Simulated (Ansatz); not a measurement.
SnO₄H₄⁺. The state is a doublet with charge 1. Geometry B3LYP-D4/def2-SVP, that of the neutral singlet; atoms count from 1.

```xyz
9

Sn   -0.328    0.517   -0.844
O    -0.254   -0.850    1.885
O    -1.170    1.189    0.700
O     1.460    1.150   -1.421
O     0.238   -1.282    0.591
H     1.868    1.724   -0.755
H    -0.215   -2.134    0.469
H    -0.877   -0.355   -2.208
H    -0.721    0.041    1.584
```

In the def2 sets Sn takes a core potential; there is no spin–orbit coupling. The structure holds one bond between oxygen atoms, so isomers without such links may lie far lower. The structure comes from a short search, and lower isomers may exist.

(1) Estimate the Mulliken populations from the PBE0/def2-TZVP orbitals of Ansatz.

(2) Where does the spin sit?

(3) And the Mayer bond orders between bonded heavy atoms (over 0.3)?

Results:

(1) 
```tsv
atom	charge (e)	spin (α − β)
Sn1	1.09	-0.05
O2	-0.23	0.05
O3	-0.28	0.93
O4	-0.54	0.06
O5	-0.31	0.00
H6	0.36	0.00
H7	0.40	0.00
H8	0.15	0.02
H9	0.36	-0.01
```
Mulliken values and Mayer orders depend strongly on the basis.

(2) Summed by element: Sn -0.05, O 1.04, H 0.01, of 1 unpaired in all. Largest on single atoms: O3 0.93, O4 0.06, O2 0.05.

(3) Sn1–O3 1.00 (1.88 Å); Sn1–O4 1.12 (1.98 Å); Sn1–O5 0.37 (2.37 Å); O2–O5 0.89 (1.45 Å).
